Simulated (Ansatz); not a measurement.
Born–Oppenheimer molecular dynamics of Cl4Si (5 atoms, charge 0, multiplicity 1). It starts from a relaxed structure.

Method: Ansatz 0.2.0, RKS r2SCAN-D4/6-31G.

```json
{"ensemble": "NVE (velocity Verlet)", "time step": "2 fs", "steps asked": "100", "starting velocities drawn for": "50 K", "seed": "840963"}
```

First frame:

```xyz
5
Properties=species:S:1:pos:R:3
Si 0.001 0.000 0.000
Cl 0.000 0.000 2.150
Cl 2.027 0.000 -0.716
Cl -1.013 1.755 -0.716
Cl -1.013 -1.755 -0.716
```

**Question.** How far do the bonds stretch over the last three quarters of this one trajectory? (Pairs bonded in most of those frames.)

**Answer.** 
| bond | mean (Å) | spread (Å) | shortest | longest |
| --- | --- | --- | --- | --- |
| Si1–Cl2 | 2.149 | 0.006 | 2.14 | 2.16 |
| Si1–Cl3 | 2.148 | 0.013 | 2.13 | 2.17 |
| Si1–Cl4 | 2.148 | 0.015 | 2.13 | 2.17 |
| Si1–Cl5 | 2.152 | 0.023 | 2.12 | 2.19 |

Mean temperature of the second half: 24 K. The conserved energy stayed within 0.03 meV per atom of its start (net change 0.027 meV per atom), so the integration is sound. Over the second half the temperature averaged 0.49 of the 50 K drawn at the start: a run that starts near a minimum puts about half its kinetic energy into the potential. A run of 0.2 ps of so small a system gives no equilibrium averages. Limits of this set-up: no polarisation functions.

Time of the run: 9 min on 1 thread of Arm Neoverse V2, with other jobs on the host, peak memory 0.13 GiB.
